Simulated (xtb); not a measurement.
xtb job for C₃H₆NO, SMILES CC(=O)[N]C, multiplicity 2, GFN2-xTB. 

```
$ xtb mol.xyz --gfn 2 --sp --chrg 0 --uhf 1 --json
$ cat mol.xyz
11

C      1.73679306     0.18919032     0.67916857
N      0.82862496     0.19813090    -0.39225026
C     -0.43655034    -0.00669195    -0.44648314
C     -1.06346917    -0.31911325     0.96462309
O     -1.20759438     0.00119573    -1.38501059
H      2.71607625     0.40768959     0.24648654
H      1.52183770     0.96599224     1.42333669
H      1.80194105    -0.78860087     1.17219980
H     -2.12989683    -0.45625491     0.82297854
H     -0.86501796     0.51905106     1.62585977
H     -0.60520104    -1.22467009     1.35112403
```

Log of the run:

```
[banner left out]
          |                Calculation Setup                |
           -------------------------------------------------



           -------------------------------------------------
          |                 G F N 2 - x T B                 |
           -------------------------------------------------

        Reference                      10.1021/acs.jctc.8b01176
      * Hamiltonian:
        H0-scaling (s, p, d)           1.850000    2.230000    2.230000
        zeta-weighting                 0.500000
      * Dispersion:
        s8                             2.700000
        a1                             0.520000
        a2                             5.000000
        s9                             5.000000
      * Repulsion:
        kExp                           1.500000    1.000000
        rExp                           1.000000
      * Coulomb:
        alpha                          2.000000
        third order                    shell-resolved
        anisotropic                    true
        a3                             3.000000
        a5                             4.000000
        cn-shift                       1.200000
        cn-exp                         4.000000
        max-rad                        5.000000


          ...................................................
          :                      SETUP                      :
          :.................................................:
          :  # basis functions                  26          :
          :  # atomic orbitals                  26          :
          :  # shells                           16          :
          :  # electrons                        29          :
          :  max. iterations                   250          :
          :  Hamiltonian                  GFN2-xTB          :
          :  restarted?                      false          :
          :  GBSA solvation                  false          :
          :  PC potential                    false          :
          :  electronic temp.          300.0000000     K    :
          :  accuracy                    1.0000000          :
          :  -> integral cutoff          0.2500000E+02      :
          :  -> integral neglect         0.1000000E-07      :
          :  -> SCF convergence          0.1000000E-05 Eh   :
          :  -> wf. convergence          0.1000000E-03 e    :
          :  Broyden damping             0.4000000          :
          :  net charge                          0          :
          :  unpaired electrons                  1          :
          ...................................................

 iter      E             dE          RMSdq      gap      omega  full diag
   1    -16.5375751 -0.165376E+02  0.414E+00    4.91       0.0  T
   2    -16.5014081  0.361670E-01  0.328E+00    5.03       1.0  T
   3    -16.5755374 -0.741293E-01  0.213E+00    4.87       1.0  T
   4    -16.6007864 -0.252489E-01  0.443E-01    5.08       1.0  T
   5    -16.6018861 -0.109970E-02  0.154E-01    5.01       1.0  T
   6    -16.6019495 -0.634619E-04  0.748E-02    5.03       1.0  T
   7    -16.6019474  0.208779E-05  0.397E-02    5.03       1.0  T
   8    -16.6019666 -0.192016E-04  0.794E-03    5.03       3.8  T
   9    -16.6019666  0.509806E-07  0.682E-03    5.03       4.4  T
  10    -16.6019671 -0.466456E-06  0.105E-03    5.03      28.8  T
  11    -16.6019671 -0.771903E-08  0.333E-04    5.03      90.5  T
  12    -16.6019671 -0.161638E-09  0.215E-04    5.03     140.0  T

   *** convergence criteria satisfied after 12 iterations ***

         #    Occupation            Energy/Eh            Energy/eV
      -------------------------------------------------------------
         1        2.0000           -0.7046215             -19.1737
       ...           ...                  ...                  ...
         9        2.0000           -0.5153789             -14.0242
        10        2.0000           -0.4991618             -13.5829
        11        2.0000           -0.4974470             -13.5362
        12        2.0000           -0.4971602             -13.5284
        13        2.0000           -0.4235126             -11.5244
        14        2.0000           -0.3985679             -10.8456
        15        1.0000           -0.3793939             -10.3238 (HOMO)
        16                         -0.1944440              -5.2911 (LUMO)
        17                          0.0569834               1.5506
        18                          0.0912889               2.4841
        19                          0.1067288               2.9042
        20                          0.1625781               4.4240
       ...                                ...                  ...
        26                          0.6866119              18.6837
      -------------------------------------------------------------
                  HL-Gap            0.1849499 Eh            5.0327 eV
             Fermi-level           -0.3379499 Eh           -9.1961 eV

 SCC (total)                   0 d,  0 h,  0 min,  0.005 sec
 SCC setup                      ...        0 min,  0.000 sec (  2.377%)
 Dispersion                     ...        0 min,  0.000 sec (  1.216%)
 classical contributions        ...        0 min,  0.000 sec (  0.505%)
 integral evaluation            ...        0 min,  0.001 sec ( 11.635%)
 iterations                     ...        0 min,  0.003 sec ( 57.155%)
 molecular gradient             ...        0 min,  0.001 sec ( 24.255%)
 printout                       ...        0 min,  0.000 sec (  2.595%)

         :::::::::::::::::::::::::::::::::::::::::::::::::::::
         ::                     SUMMARY                     ::
         :::::::::::::::::::::::::::::::::::::::::::::::::::::
         :: total energy             -16.401360098153 Eh    ::
         :: gradient norm              0.000166742882 Eh/a0 ::
         :: HOMO-LUMO gap              5.032742755462 eV    ::
         ::.................................................::
         :: SCC energy               -16.601963686950 Eh    ::
         :: -> isotropic ES            0.035605852777 Eh    ::
         :: -> anisotropic ES          0.003355479775 Eh    ::
         :: -> anisotropic XC          0.006576823972 Eh    ::
         :: -> dispersion             -0.005168669592 Eh    ::
         :: repulsion energy           0.200603588797 Eh    ::
         :: add. restraining           0.000000000000 Eh    ::
         :: total charge              -0.000000000000 e     ::
         :::::::::::::::::::::::::::::::::::::::::::::::::::::

           -------------------------------------------------
          |                Property Printout                |
           -------------------------------------------------

    * Orbital Energies and Occupations

         #    Occupation            Energy/Eh            Energy/eV
      -------------------------------------------------------------
         1        2.0000           -0.7046215             -19.1737
       ...           ...                  ...                  ...
         3        2.0000           -0.6382714             -17.3682
         4        2.0000           -0.6296152             -17.1327
         5        2.0000           -0.5690591             -15.4849
         6        2.0000           -0.5566484             -15.1472
         7        2.0000           -0.5526235             -15.0377
         8        2.0000           -0.5394679             -14.6797
         9        2.0000           -0.5153789             -14.0242
        10        2.0000           -0.4991618             -13.5829
        11        2.0000           -0.4974470             -13.5362
        12        2.0000           -0.4971602             -13.5284
        13        2.0000           -0.4235126             -11.5244
        14        2.0000           -0.3985679             -10.8456
        15        1.0000           -0.3793939             -10.3238 (HOMO)
        16                         -0.1944440              -5.2911 (LUMO)
        17                          0.0569834               1.5506
        18                          0.0912889               2.4841
        19                          0.1067288               2.9042
        20                          0.1625781               4.4240
        21                          0.1653535               4.4995
        22                          0.1751441               4.7659
        23                          0.1925822               5.2404
        24                          0.2258097               6.1446
        25                          0.4790648              13.0360
        26                          0.6866119              18.6837
      -------------------------------------------------------------
                  HL-Gap            0.1849499 Eh            5.0327 eV
             Fermi-level           -0.3379499 Eh           -9.1961 eV

     #   Z          covCN         q      C6AA      α(0)
     1   6 C        3.688    -0.023    21.187     6.588
     2   7 N        1.829    -0.211    26.418     7.616
     3   6 C        2.743     0.296    21.982     7.677
     4   6 C        3.753    -0.103    22.535     6.769
     5   8 O        0.858    -0.375    21.190     6.172
     6   1 H        0.924     0.088     1.899     2.155
     7   1 H        0.924     0.051     2.312     2.378
     8   1 H        0.924     0.051     2.311     2.378
     9   1 H        0.925     0.086     1.914     2.163
    10   1 H        0.925     0.070     2.080     2.255
    11   1 H        0.925     0.071     2.076     2.253

 Mol. C6AA /au·bohr⁶  :       1049.171598
 Mol. C8AA /au·bohr⁸  :      22556.924979
 Mol. α(0) /au        :         48.405182


Wiberg/Mayer (AO) data.
largest (>0.10) Wiberg bond orders for each atom

 ---------------------------------------------------------------------------
     #   Z sym  total        # sym  WBO       # sym  WBO       # sym  WBO
 ---------------------------------------------------------------------------
     1   6 C    3.982 --     2 N    1.081     7 H    0.955     8 H    0.955
                             6 H    0.940
     2   7 N    3.162 --     3 C    1.509     1 C    1.081     5 O    0.398
                             4 C    0.118
     3   6 C    3.958 --     5 O    1.606     2 N    1.509     4 C    0.794
     4   6 C    3.927 --     9 H    0.982    10 H    0.974    11 H    0.973
                             3 C    0.794     2 N    0.118
     5   8 O    2.143 --     3 C    1.606     2 N    0.398
     6   1 H    0.991 --     1 C    0.940
     7   1 H    0.997 --     1 C    0.955
     8   1 H    0.997 --     1 C    0.955
     9   1 H    0.992 --     4 C    0.982
    10   1 H    0.995 --     4 C    0.974
    11   1 H    0.995 --     4 C    0.973
 ---------------------------------------------------------------------------

Topologies differ in total number of bonds
Writing topology from bond orders to xtbtopo.mol

molecular dipole:
                 x           y           z       tot (Debye)
 q only:        0.638      -0.114       1.491
   full:        0.702      -0.153       1.818       4.969
molecular quadrupole (traceless):
                xx          xy          yy          xz          yz          zz
 q only:        2.120       0.689       0.186      -2.442      -0.064      -2.307
  q+dip:        2.118       0.581       1.342      -3.078       0.176      -3.460
   full:        1.702       0.503       1.523      -3.247       0.141      -3.225


           -------------------------------------------------
          | TOTAL ENERGY              -16.401360098153 Eh   |
          | GRADIENT NORM               0.000166742882 Eh/α |
          | HOMO-LUMO GAP               5.032742755462 eV   |
           -------------------------------------------------

------------------------------------------------------------------------
Note: The following floating-point exceptions are signalling: IEEE_UNDERFLOW_FLAG IEEE_DENORMAL
normal termination of xtb
------------------------------------------------------------------------
 total:
 SCF:
```

The calculation finished and met its thresholds.
